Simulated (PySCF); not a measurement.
HZn (SMILES [ZnH+]), charge +1, singlet, at a GFN2-xTB geometry (such geometries of metal compounds can be far from the true shape); PySCF with DF-R2SCAN/pcseg-0.

PySCF was given this input:
```python
from pyscf import gto, scf, dft

mol = gto.M(
    atom='''
Zn   -0.000000   -0.000000   -0.048568
H     0.000000    0.000000    1.457036
''',
    basis='pcseg-0',
    charge=1,
    spin=0,
    verbose=5,
)

mf = dft.RKS(mol)
mf.xc = 'r2scan'
mf = mf.density_fit(auxbasis='def2-universal-jkfit')
mf.kernel()
```

**Question.** What does PySCF print? Leave out banner, timings and long lists.

**Answer.** 
```
PySCF version 2.14.0

[INPUT] verbose = 5
[INPUT] max_memory = 4000
[INPUT] num. atoms = 2
[INPUT] num. electrons = 30
[INPUT] charge = 1
[INPUT] spin (= nelec alpha-beta = 2S) = 0
[INPUT] symmetry False subgroup None
[INPUT] Mole.unit = angstrom
[INPUT] Symbol           X                Y                Z      unit          X                Y                Z       unit  Magmom
[INPUT]  1 Zn     0.000000000000   0.000000000000  -0.048568000000 AA    0.000000000000   0.000000000000  -0.091780218418 Bohr   0.0
[INPUT]  2 H      0.000000000000   0.000000000000   1.457036000000 AA    0.000000000000   0.000000000000   2.753398993632 Bohr   0.0
[INPUT] ---------------- BASIS SET ----------------
[INPUT] l, kappa, [nprim/nctr], expnt,             c_1 c_2 ...
[INPUT] H
[INPUT] 0    0    [3    /2   ]  4.34473           0.0934643    0
                                0.660487           0.5    0
                                0.136687             0    1
[INPUT] Zn
[INPUT] 0    0    [11   /5   ]  33977.2           0.00538766    0    0    0    0
                                5110.57           0.0404933    0    0    0    0
                                1162              0.185464    0    0    0    0
                                326.353            0.5    0    0    0    0
                                104.382           0.486705    0    0    0    0
                                16.5695              0  0.5    0    0    0
                                5.87729              0 0.151983    0    0    0
                                2.46171              0    0  0.5    0    0
                                0.953587             0    0 0.292116    0    0
                                0.143924             0    0    0    1    0
                                0.0504977            0    0    0    0    1
[INPUT] 1    0    [6    /3   ]  540.828           0.0276127    0    0
                                126.719           0.178698    0    0
                                39.0746            0.5    0    0
                                13.3557           0.435039    0    0
                                2.5806               0    1    0
                                0.269                0    0    1
[INPUT] 2    0    [4    /2   ]  31.8069           0.0765742    0
                                8.55879           0.313316    0
                                2.53648            0.5    0
                                0.626172             0    1

nuclear repulsion = 10.5441512692581
number of shells = 4
number of NR pGTOs = 52
number of NR cGTOs = 26
basis = pcseg-0
ecp = {}

******** <class 'pyscf.df.df_jk.DFRKS'> ********
method = DFRKS
initial guess = minao
damping factor = 0
level_shift factor = 0
DIIS = <class 'pyscf.scf.diis.CDIIS'>
diis_start_cycle = 1
diis_space = 8
diis_damp = 0
SCF conv_tol = 1e-09
SCF conv_tol_grad = None
SCF max_cycles = 50
direct_scf = False
XC library pyscf.dft.libxc version 7.1.2
    S. Lehtola, C. Steigemann, M. J. T. Oliveira, and M. A. L. Marques,  SoftwareX 7, 1–5 (2018)
XC functionals = r2scan
    J. W. Furness, A. D. Kaplan, J. Ning, J. P. Perdew, and J. Sun,  J. Phys. Chem. Lett. 11, 8208–8215 (2020)
    J. W. Furness, A. D. Kaplan, J. Ning, J. P. Perdew, and J. Sun,  J. Phys. Chem. Lett. 11, 9248–9248 (2020)
    J. W. Furness, A. D. Kaplan, J. Ning, J. P. Perdew, and J. Sun,  J. Phys. Chem. Lett. 11, 8208–8215 (2020)
    J. W. Furness, A. D. Kaplan, J. Ning, J. P. Perdew, and J. Sun,  J. Phys. Chem. Lett. 11, 9248–9248 (2020)
radial grids:
    Treutler-Ahlrichs [JCP 102, 346 (1995); DOI:10.1063/1.469408] (M4) radial grids

becke partition: Becke, JCP 88, 2547 (1988); DOI:10.1063/1.454033
pruning grids: <function nwchem_prune>
grids dens level: 3
symmetrized grids: False
atomic radii adjust function: <function treutler_atomic_radii_adjust>
small_rho_cutoff = 0
Set gradient conv threshold to 3.16228e-05
Initial guess from minao.
atom Zn rad-grids = 90, ang-grids = [ 50  50  50  50  50  50  50  50  50  50  50  50  50  50  50  50  50  50
  50  50  50  50  50  50  50  50  50  50  86  86  86  86  86  86  86  86
  86  86  86  86  86  86  86  86 350 350 350 350 350 350 350 350 350 350
 350 434 434 434 434 434 434 434 434 434 434 434 434 434 434 434 434 434
 434 434 434 434 350 350 350 350 350 350 350 350 350 350 350 350 350 350]
atom H rad-grids = 50, ang-grids = [ 50  50  50  50  50  50  50  50  50  50  50  50  50  50  50  86  86  86
  86 266 266 266 266 266 302 302 302 302 302 302 302 302 302 302 302 302
 302 266 266 266 266 266 266 266 266 266 266 266 266 266]
tot_boxes 891, boxes in each direction [7 7 9]
Padding 0 grids
tot grids = 30448
nelec by numeric integration = 30.83685196735069
num shells = 64, num cGTOs = 282
E1 = -2494.9366847298966  E2 = 709.5960535927014  Ecoul = 780.8543980320952  Exc = -71.25834443939382
init E= -1774.79647986794
cond(S) = 21.300398352509056
  HOMO = -0.364327146604351  LUMO = -0.176085843355827  gap/eV = 5.12231
  mo_energy =
[-3.46890225e+02 -4.17705331e+01 -3.72064022e+01 -3.72059622e+01
 -3.72059622e+01 -4.71000717e+00 -2.91100068e+00 -2.89943202e+00
 -2.89943202e+00 -4.76093620e-01 -4.37824326e-01 -4.37824326e-01
 -4.34226372e-01 -4.34226182e-01 -3.64327147e-01 -1.76085843e-01
  9.94714086e-02  1.51912168e-01  1.51912168e-01  3.42993658e-01
  5.89592256e-01  1.63276951e+00  1.63276951e+00  1.64219035e+00
  1.64219110e+00  1.77390827e+00]
nelec by numeric integration = 29.99999986853923
E1 = -2484.0107178673115  E2 = 697.8206032333707  Ecoul = 768.7614427024323  Exc = -70.94083946906167
cycle= 1 E= -1775.64596336468  delta_E= -0.849  |g|= 0.271  |ddm|= 1.61
  HOMO = -0.576481663116268  LUMO = -0.396062724900588  gap/eV = 4.90945
  mo_energy =
[-3.47356398e+02 -4.22342802e+01 -3.76727607e+01 -3.76725289e+01
 -3.76725289e+01 -5.10172810e+00 -3.29551626e+00 -3.28616606e+00
 -3.28616606e+00 -8.24455896e-01 -8.13597674e-01 -8.13597674e-01
 -8.12291863e-01 -8.12291689e-01 -5.76481663e-01 -3.96062725e-01
 -1.17660100e-01 -1.17660100e-01 -6.53308594e-02  1.05487707e-01
  4.33387561e-01  1.30801375e+00  1.30801375e+00  1.31272329e+00
  1.31272379e+00  1.46385441e+00]
nelec by numeric integration = 29.999999896972824
E1 = -2492.3269994729117  E2 = 706.157347519993  Ecoul = 777.4862555393405  Exc = -71.32890801934751
cycle= 2 E= -1775.62550068366  delta_E= 0.0205  |g|= 0.487  |ddm|= 0.973
  HOMO = -0.57992385455239  LUMO = -0.389470522097949  gap/eV = 5.18250
  mo_energy =
[-3.47194938e+02 -4.20850907e+01 -3.75205987e+01 -3.75203423e+01
 -3.75203423e+01 -5.00929778e+00 -3.20748270e+00 -3.19657932e+00
 -3.19657932e+00 -7.51754155e-01 -7.32131200e-01 -7.32131200e-01
 -7.29500313e-01 -7.29500149e-01 -5.79923855e-01 -3.89470522e-01
 -9.45398438e-02 -9.45398438e-02 -4.81887540e-02  1.18365846e-01
  4.13458246e-01  1.35660656e+00  1.35660656e+00  1.36471500e+00
  1.36471547e+00  1.50350444e+00]
nelec by numeric integration = 29.9999998788654
E1 = -2487.4258395853294  E2 = 701.2192137329271  Ecoul = 772.3077707915991  Exc = -71.08855705867194
cycle= 3 E= -1775.66247458314  delta_E= -0.037  |g|= 0.0151  |ddm|= 0.45
  HOMO = -0.575142916664586  LUMO = -0.383786993899573  gap/eV = 5.20706
  mo_energy =
[-3.47186684e+02 -4.20768648e+01 -3.75123974e+01 -3.75123974e+01
 -3.75122660e+01 -4.99742803e+00 -3.19488763e+00 -3.18492223e+00
 -3.18492223e+00 -7.40858078e-01 -7.20318144e-01 -7.20318144e-01
 -7.18259244e-01 -7.18259091e-01 -5.75142917e-01 -3.83786994e-01
 -8.68839911e-02 -8.68839911e-02 -4.02486095e-02  1.24113149e-01
  4.15541669e-01  1.36640342e+00  1.36640342e+00  1.37442035e+00
  1.37442078e+00  1.51264872e+00]
nelec by numeric integration = 29.999999876354693
E1 = -2487.271836528261  E2 = 701.0651497650695  Ecoul = 772.1522247351792  Exc = -71.08707497010965
cycle= 4 E= -1775.66253549393  delta_E= -6.09e-05  |g|= 0.00691  |ddm|= 0.0496
  HOMO = -0.573423262275736  LUMO = -0.383099044461196  gap/eV = 5.17899
  mo_energy =
[-3.47185776e+02 -4.20759790e+01 -3.75115033e+01 -3.75115033e+01
 -3.75113252e+01 -4.99712287e+00 -3.19444725e+00 -3.18468916e+00
 -3.18468916e+00 -7.40105386e-01 -7.19996485e-01 -7.19996485e-01
 -7.18121120e-01 -7.18120968e-01 -5.73423262e-01 -3.83099044e-01
 -8.69071795e-02 -8.69071795e-02 -4.01305802e-02  1.24731406e-01
  4.17919256e-01  1.36665387e+00  1.36665387e+00  1.37434395e+00
  1.37434437e+00  1.51334952e+00]
nelec by numeric integration = 29.999999877658784
E1 = -2487.281587258958  E2 = 701.0748691559489  Ecoul = 772.158922715748  Exc = -71.08405355979899
cycle= 5 E= -1775.66256683375  delta_E= -3.13e-05  |g|= 0.00169  |ddm|= 0.023
  HOMO = -0.573808380020452  LUMO = -0.383194726490624  gap/eV = 5.18686
  mo_energy =
[-3.47186080e+02 -4.20762715e+01 -3.75117953e+01 -3.75117953e+01
 -3.75116348e+01 -4.99729394e+00 -3.19468304e+00 -3.18483564e+00
 -3.18483564e+00 -7.40368907e-01 -7.20180024e-01 -7.20180024e-01
 -7.18243745e-01 -7.18243592e-01 -5.73808380e-01 -3.83194726e-01
 -8.69734432e-02 -8.69734432e-02 -4.00967472e-02  1.24581367e-01
  4.17389706e-01  1.36652359e+00  1.36652359e+00  1.37426730e+00
  1.37426772e+00  1.51313389e+00]
nelec by numeric integration = 29.999999877411966
E1 = -2487.284085151708  E2 = 701.0773651189277  Ecoul = 772.162260915529  Exc = -71.08489579660136
cycle= 6 E= -1775.66256876352  delta_E= -1.93e-06  |g|= 0.000117  |ddm|= 0.00438
  HOMO = -0.57377760208813  LUMO = -0.383180342931659  gap/eV = 5.18642
  mo_energy =
[-3.47186067e+02 -4.20762600e+01 -3.75117845e+01 -3.75117845e+01
 -3.75116210e+01 -4.99728380e+00 -3.19467058e+00 -3.18482605e+00
 -3.18482605e+00 -7.40351930e-01 -7.20168753e-01 -7.20168753e-01
 -7.18234794e-01 -7.18234641e-01 -5.73777602e-01 -3.83180343e-01
 -8.69689272e-02 -8.69689272e-02 -4.00764808e-02  1.24590108e-01
  4.17420030e-01  1.36653379e+00  1.36653379e+00  1.37427376e+00
  1.37427419e+00  1.51315036e+00]
nelec by numeric integration = 29.999999877428774
E1 = -2487.2845370886275  E2 = 701.0778170468436  Ecoul = 772.1626950356397  Exc = -71.084877988796
cycle= 7 E= -1775.66256877253  delta_E= -9e-09  |g|= 2.61e-06  |ddm|= 0.000353
  HOMO = -0.573777474053329  LUMO = -0.383180254779451  gap/eV = 5.18641
  mo_energy =
[-3.47186068e+02 -4.20762604e+01 -3.75117849e+01 -3.75117849e+01
 -3.75116216e+01 -4.99728431e+00 -3.19467106e+00 -3.18482657e+00
 -3.18482657e+00 -7.40352352e-01 -7.20169271e-01 -7.20169271e-01
 -7.18235356e-01 -7.18235203e-01 -5.73777474e-01 -3.83180255e-01
 -8.69693509e-02 -8.69693509e-02 -4.00768850e-02  1.24589820e-01
  4.17420302e-01  1.36653326e+00  1.36653326e+00  1.37427315e+00
  1.37427358e+00  1.51314996e+00]
nelec by numeric integration = 29.999999877429197
E1 = -2487.284545933808  E2 = 701.0778258920201  Ecoul = 772.1627033656194  Exc = -71.08487747359939
cycle= 8 E= -1775.66256877253  delta_E= -4.32e-12  |g|= 1.84e-07  |ddm|= 7.76e-06
  HOMO = -0.57377742600965  LUMO = -0.383180258387855  gap/eV = 5.18641
  mo_energy =
[-3.47186068e+02 -4.20762604e+01 -3.75117849e+01 -3.75117849e+01
 -3.75116216e+01 -4.99728432e+00 -3.19467107e+00 -3.18482658e+00
 -3.18482658e+00 -7.40352342e-01 -7.20169278e-01 -7.20169278e-01
 -7.18235369e-01 -7.18235216e-01 -5.73777426e-01 -3.83180258e-01
 -8.69693573e-02 -8.69693573e-02 -4.00768884e-02  1.24589825e-01
  4.17420373e-01  1.36653325e+00  1.36653325e+00  1.37427314e+00
  1.37427357e+00  1.51314997e+00]
nelec by numeric integration = 29.999999877429225
E1 = -2487.284547042905  E2 = 701.0778270011161  Ecoul = 772.1627044207366  Exc = -71.08487741962055
Extra cycle  E= -1775.66256877253  delta_E= -9.09e-13  |g|= 1.78e-07  |ddm|= 7.6e-07
converged SCF energy = -1775.66256877253
```
